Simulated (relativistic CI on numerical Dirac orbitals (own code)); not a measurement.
What each ingredient does to the levels of Tl47+

Base calculation: Dirac-Coulomb-Breit CI, separate exchange-only KLI orbitals for each configuration, model QED, unscaled Slater integrals.

Configurations in the expansion (outside the closed core [Ar] 3d10): 4s²4p⁴, 4s4p⁵, 4s²4p³4d, 4p⁶, 4s4p⁴4d, 4s²4p³4f, 4s4p⁴4f, 4p⁵4d, 4s4p³4d², 4s²4p²4d4f, 4p⁵4f, 4p⁴4d4f, 4s4p³4f², 4s²4p³5s, 4p⁵5s, 4s²4p³5p, 4s4p³4d5s, 4s²4p²4f5s, 4s4p⁴5s, 4s²4p³5d, 4s²4p³5f, 4s4p⁴5p, 4s²4p³5g, 4s4p⁴5d, 4p⁴4f5s, 4s4p⁴5f, 4s²4p³6s, 4s²4p²4d², 4s²4p4d³, 4s4p²4d³, 4s²4p4d²4f, 4s4p²4d²4f, 4s²4p4d²5s, 4p⁴4d², 4p³4d³, 4p³4d²4f, 4p³4d²5s, 4s²4p²4d5s, 4s4p²4d²5s, 4s²4p4d4f5s, 4s4p²4d4f5s, 4s²4p4d5s², 4p⁴4d5s, 4p³4d4f5s, 4p³4d5s², 4s²4p²5s², 4s4p²4d5s², 4s²4p4f5s², 4s4p²4f5s². Double excitations out of closed p, d and f shells are left out; levels of such configurations are missing from the list, as are those of other unlisted configurations, and high levels can miss mixing partners. These lack a partner that the ground configuration has and come out too high: 4s²4p³5p, 4s²4p³5d, 4s²4p³5f, 4s4p⁴5p, 4s²4p³5g.

The lowest level and the first level of each name with at least 55 % of one term (blank where a level has no safe partner in the second run):

| Level | Base (eV) | Shift (eV) |
| --- | --- | --- |
| 4s²4p⁴ ³P2 | 0.000 | 0.000 |
| 4s²4p⁴ ¹S0 | 10.519 | -0.994 |
| 4s²4p⁴ ³P1 | 150.784 | +0.371 |
| 4s²4p⁴ ¹D2 | 155.949 | -0.125 |
| 4s²4p³4d ³P°0 | 181.484 | +0.461 |
| 4s4p⁵ ³P°2 | 272.609 | +1.339 |
| 4s²4p⁴ ³P0 | 310.891 | -0.102 |
| 4s²4p³4d ³G°5 | 364.894 | +0.630 |
| 4s²4p²4d² ³P0 | 373.032 | +0.157 |
| 4s4p⁵ ³P°0 | 427.016 | +1.336 |

At this charge energies of transitions that change n are usually good to better than 1 %, and those within a shell (Δn = 0) to a few per cent.

Problem. One thing was changed in a second run, which moved the levels as shown. Which?
A. QED terms removed
B. configuration mixing switched off
C. Breit term removed
D. valence Slater integrals scaled by 0.9

Solution. D. Valence Slater integrals scaled by 0.9. Scaling acts on the splittings between terms and on the mixing, and leaves the fine structure of pure LS terms nearly alone; in jj coupling it moves the levels of one term differently.

LS names give the leading component of a level, which can be under half, so a name can repeat, a term be missing and a line seem to break the LS rules.
